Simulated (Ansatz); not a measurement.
Cost and result up the ladder for CBP, `c1ccc2c(c1)c1ccccc1n2-c1ccc(-c2ccc(-n3c4ccccc4c4ccccc43)cc2)cc1` (62 atoms). Total charge 0; singlet. Geometry: PBE-D4/def2-SVP.

Cartesian coordinates in Å:
```
C 3.207 -6.683 3.998
C 2.376 -5.555 4.182
C 2.115 -4.659 3.136
C 2.714 -4.917 1.892
C 3.541 -6.062 1.683
C 3.787 -6.945 2.751
C 3.945 -6.039 0.292
C 4.760 -6.872 -0.496
C 4.974 -6.542 -1.840
C 4.390 -5.383 -2.397
C 3.573 -4.536 -1.636
C 3.347 -4.882 -0.293
N 2.605 -4.211 0.687
C 1.868 -3.019 0.493
C 2.057 -1.915 1.348
C 1.320 -0.743 1.157
C 0.386 -0.624 0.102
C -0.386 0.624 -0.102
C -0.749 1.057 -1.398
C -1.470 2.238 -1.596
C -1.868 3.019 -0.493
N -2.605 4.211 -0.687
C -2.283 5.467 -0.157
C -1.180 5.851 0.624
C -1.088 7.198 1.001
C -2.062 8.143 0.608
C -3.149 7.758 -0.185
C -3.266 6.412 -0.579
C -4.220 5.689 -1.396
C -5.398 6.059 -2.070
C -6.119 5.082 -2.767
C -5.678 3.740 -2.786
C -4.508 3.344 -2.125
C -3.778 4.332 -1.442
C -1.521 2.598 0.807
C -0.786 1.424 0.993
C 0.215 -1.738 -0.752
C 0.934 -2.921 -0.559
H 3.392 -7.363 4.842
H 1.919 -5.374 5.167
H 1.457 -3.792 3.285
H 4.422 -7.831 2.603
H 5.227 -7.768 -0.058
H 5.607 -7.186 -2.468
H 4.581 -5.134 -3.452
H 3.134 -3.629 -2.074
H 2.808 -1.975 2.149
H 1.505 0.118 1.816
H -0.422 0.477 -2.274
H -1.709 2.579 -2.614
H -0.411 5.126 0.923
H -0.234 7.523 1.614
H -1.959 9.191 0.926
H -3.900 8.496 -0.503
H -5.749 7.102 -2.042
H -7.041 5.358 -3.300
H -6.267 2.985 -3.329
H -4.180 2.295 -2.134
H -1.857 3.186 1.673
H -0.552 1.097 2.017
H -0.531 -1.693 -1.559
H 0.759 -3.790 -1.208
```

Ansatz on 2 threads of AMD EPYC 7R13 on a shared host and a share (18 GiB) of an NVIDIA H100 80GB HBM3. Times are rough, and most runs start from the orbitals of an earlier one. PBE0-D4/def2-SVP serves as the yardstick here, not as an exact answer. Differences are given only for rows in sets of like size (and for xTB, whose basis is part of the method), since another set adds its own error. Binding counts from free atoms at the same level (C triplet, N quartet, H doublet; other spins of the atoms weren't run), without zero-point energy or a counterpoise term.

LC-ωPBE has ω = 0.4 bohr⁻¹. Single mean-field runs in def2-SVP, def2-mTZVP are fitted with def2-universal-jkfit.

```csv
level,functions,wall time,binding energy per atom (eV),difference from PBE0-D4/def2-SVP (eV)
revPBE-D4/def2-SVP,652,3.9 s,5.60,-0.02
BLYP-D4/def2-SVP,652,4.2 s,5.52,-0.10
PBE0-D4/def2-SVP,652,4.6 s,5.62,0.00
LC-ωPBE/def2-SVP,652,6 s,5.50,-0.12
PBE-D4/def2-SVP (with forces),652,6 s,5.74,0.13
r2SCAN-D4/def2-SVP (with forces),652,8.5 s,5.53,-0.08
r2SCAN-D4/def2-mTZVP,794,9 s,5.40,–
```
